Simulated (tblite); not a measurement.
C8H9NSSi.
SMILES with atom numbers: `[SiH3:1][CH2:2][c:3]1[n:4][c:5]2[cH:6][cH:7][cH:8][cH:9][c:10]2[s:11]1` (hydrogens: H12, H13, H14 on Si1; H15, H16 on C2; H17 on C6; H18 on C7; H19 on C8; H20 on C9)

Structure used (GFN2-xTB), in Å, numbered top down from 1:
```
atom  x, y, z in Å
Si1   -3.6056   -0.0333    0.5336
C2    -2.5634   -0.2773   -1.0617
C3    -1.1443   -0.0945   -0.7478
N4    -0.3602   -1.0029   -0.3140
C5     0.8941   -0.5346   -0.0462
C6     1.9635   -1.2858    0.4296
C7     3.1729   -0.6598    0.6495
C8     3.3337    0.7011    0.4027
C9     2.2856    1.4681   -0.0696
C10    1.0705    0.8458   -0.2914
S11   -0.4180    1.5263   -0.8784
H12   -3.1842   -1.0200    1.5234
H13   -3.3878    1.3262    1.0290
H14   -5.0048   -0.2202    0.1502
H15   -2.8749    0.4391   -1.8204
H16   -2.7194   -1.2853   -1.4438
H17    1.8282   -2.3391    0.6161
H18    4.0108   -1.2322    1.0192
H19    4.2920    1.1660    0.5795
H20    2.4064    2.5230   -0.2623
```

Level: GFN2-xTB in tblite, geometry and Hessian alike; calculated harmonic values, unscaled, isolated species. Against measured fundamentals such values can be off by several per cent, at times by over 20. Modes of hydrogen on silicon can be 10 to 20 % off. One conformer, not necessarily the lowest.

Harmonic wavenumbers (cm⁻¹): 36.0, 63.7, 108.2, 148.3, 183.3, 242.2, 305.0, 375.8, 407.5, 445.9, 490.9, 502.9, 507.4, 541.2, 571.3, 619.7, 657.9, 682.9, 706.1, 724.6, 756.7, 773.5, 775.7, 783.9, 801.5, 869.5, 875.3, 903.2, 921.9, 1048.4, 1068.0, 1077.8, 1148.0, 1160.0, 1180.8, 1187.5, 1236.4, 1289.2, 1336.5, 1407.9, 1436.0, 1454.9, 1562.3, 1570.4, 1622.7, 2276.6, 2277.8, 2307.0, 2998.4, 3000.6, 3080.5, 3088.3, 3098.2, 3108.3.

A = 2112, B = 499.0, C = 439.9 MHz; mass 179.022 u (most abundant isotopes); point group C1, symmetry number 1.

Zero-point energy?

½Σν̃ = 30902 cm⁻¹ = 88.35 kcal/mol.

Entropy at 500 K, 1 bar (ideal gas, RRHO, classical rotation)?

Translation 44.05, rotation 32.46, vibration 55.23: S = 131.7 cal/(mol K).

And Cp and H(500 K) − H(0)?

Cp = 65.65 cal/(mol K), of which vibrations give 57.70 (their classical limit is 54 R = 107.3); H(500 K) − H(0) = 18.60 kcal/mol without the zero-point energy, 14.63 from vibrations.

Blend soft modes into free rotors: weight 1/[1 + (100 cm⁻¹/ν̃)⁴] for the oscillator and the rest for a rotor with moment μB/(μ + B), μ = h/(8π²ν), B = 10⁻⁴⁴ kg m². What vibrational entropy results?

51.23 cal/(mol K) in place of 55.23, which changes −T·S at 500 K by +2.00 kcal/mol.

What must be added to the electronic energy to get the Gibbs energy at 500 K and 1 bar?

ZPE + [H(500 K) − H(0)] − T·S = 88.35 + 18.60 − 65.87 = 41.08 kcal/mol.

How do the functions run with temperature in this model?

| T (K) | S (cal/(mol K)) | Cp (cal/(mol K)) | H − H(0) (kcal/mol) | G − H(0) (kcal/mol) | ln q(vib) |
| --- | --- | --- | --- | --- | --- |
| 50 | 61.9 | 13.1 | 0.51 | -2.58 | 0.68 |
| 100 | 72.5 | 18.2 | 1.30 | -5.96 | 1.91 |
| 298.15 | 103.5 | 44.0 | 7.37 | -23.47 | 7.19 |
| 373.15 | 114.4 | 53.2 | 11.02 | -31.65 | 9.35 |
| 750 | 161.7 | 81.8 | 37.21 | -84.06 | 20.28 |
| 1000 | 186.7 | 91.5 | 58.97 | -127.70 | 26.99 |

q(vib) and H(0) count from the zero-point level.

Which modes carry the vibrational entropy at 500 K?

36.0 cm⁻¹: 6.49; 63.7 cm⁻¹: 5.36; 108.2 cm⁻¹: 4.31; 148.3 cm⁻¹: 3.69; 183.3 cm⁻¹: 3.28; 242.2 cm⁻¹: 2.74 cal/(mol K); the other 48 give 29.34 together.

Hindered rotation and anharmonicity are outside this model. Other conformers, if any are populated, would add a mixing term that is left out. The structure is chiral; the term R ln 2 for an equal mix with its mirror image is left out.
